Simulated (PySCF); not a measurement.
## GaCl: from constants to spectrum

RHF-CCSD(T) constants of GaCl, ¹Σ⁺ (singlet), closed shell (basis Ga def2-TZVPPD, Cl def2-TZVPPD; no relativity; PySCF 2.14; masses 68.9256 and 34.9689 u):

- ωe: 370.9 cm⁻¹
- ωexe: 1.21 cm⁻¹
- Be: 0.14798 cm⁻¹
- αe: 0.000748 cm⁻¹
- De to Ga + Cl: 4.77 eV

What force constant and bond length do these constants imply?

Reduced mass μred = 23.199 u; k = 5.8918×10⁻⁷·μred·ωe² (u, cm⁻¹, mdyn/Å) = 1.88 mdyn/Å; Re = √(16.8576/(μred·Be)) (u, cm⁻¹, Å) = 2.216 Å.

Estimate the centrifugal constant D from the Kratzer relation and find the Dunham coefficient a1.

D = 4Be³/ωe² = 9.42e-08 cm⁻¹; a1 = −1 − αeωe/(6Be²) = -3.11.

Correlated steps freeze 14 core orbitals. Where the molecule has an RHF reference, its open-shell atoms are computed with UHF.
